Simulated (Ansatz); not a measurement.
```yaml
atoms:
  - { symbol: C, position_ang: [-0.0018, 0.7250, -0.0006] }
  - { symbol: C, position_ang: [-1.2331, 1.3999, 0.0004] }
  - { symbol: C, position_ang: [-2.4350, 0.7128, 0.0072] }
  - { symbol: C, position_ang: [-2.4403, -0.7067, -0.0030] }
  - { symbol: C, position_ang: [-1.2505, -1.4059, -0.0041] }
  - { symbol: C, position_ang: [-0.0061, -0.7077, -0.0025] }
  - { symbol: C, position_ang: [2.4330, 0.7129, 0.0080] }
  - { symbol: C, position_ang: [1.2513, 1.3974, 0.0046] }
  - { symbol: C, position_ang: [1.2438, -1.4104, -0.0024] }
  - { symbol: C, position_ang: [2.4239, -0.7037, -0.0062] }
  - { symbol: H, position_ang: [-1.2319, 2.4895, 0.0022] }
  - { symbol: H, position_ang: [-3.3860, 1.2403, -0.0033] }
  - { symbol: H, position_ang: [-3.3780, -1.2387, 0.0028] }
  - { symbol: H, position_ang: [-1.2339, -2.4904, -0.0066] }
  - { symbol: H, position_ang: [3.3892, 1.2525, 0.0019] }
  - { symbol: H, position_ang: [1.2317, 2.4894, 0.0012] }
  - { symbol: H, position_ang: [1.2307, -2.4944, -0.0022] }
  - { symbol: H, position_ang: [3.3751, -1.2414, -0.0053] }
```

Basis set: STO-3G (spherical functions). Correlated methods keep 10 orbitals frozen. Charge 0, multiplicity 1.

Computed with Ansatz (development build ahead of 0.2.0); each method stands on the lowest determinant of its kind that the runs found. Restricted open shells among the atoms or ions are ROHF, correlated in semicanonical orbitals with singles.

The atomization energy at this shape (free ground-state atoms in the same class of orbitals less the molecule, no zero-point energy) of singlet C₁₀H₈:

```csv
method,atomization energy
RHF-MP2,93.91 eV
```

(1) What does RHF give?

## Answers

(1) 80.71 eV.

This basis has no polarisation functions and is too small for such energies, which can lie far from measured ones in either direction.
